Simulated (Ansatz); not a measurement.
Cartesian coordinates (Å):
SMILES: CN(C)C#N
```xyz
11

C     -1.3034    -0.1671    -0.0909
N      0.0914     0.1931    -0.3368
C      1.1027    -0.6653     0.2765
C      0.3755     1.4894    -0.4396
N      0.6272     2.6127    -0.5648
H     -1.4619    -1.1950    -0.4175
H     -1.9518     0.4891    -0.6669
H     -1.5649    -0.0870     0.9703
H      1.0589    -0.6303     1.3709
H      2.0905    -0.3479    -0.0497
H      0.9359    -1.6915    -0.0514
```
Charge 0, multiplicity 1.

Method: frozen-core CCSD(T)/cc-pVTZ // B3LYP-D3(BJ)/def2-TZVP (Ansatz, an electronic-structure program).

| Item | Result |
|---|---|
| HF energy | -226.04705 Ha |
| MP2 correlation energy | -0.89561 Ha |

Task: Estimate the CCSD correlation energy, the (T) correction, the total energy and the T1 diagnostic.

Result: 
The CCSD correlation energy comes out as -0.92250 Ha, the (T) correction is -0.04194 Ha and the CCSD(T) total energy comes out as -227.01150 Ha. The T1 diagnostic comes out as 0.012.
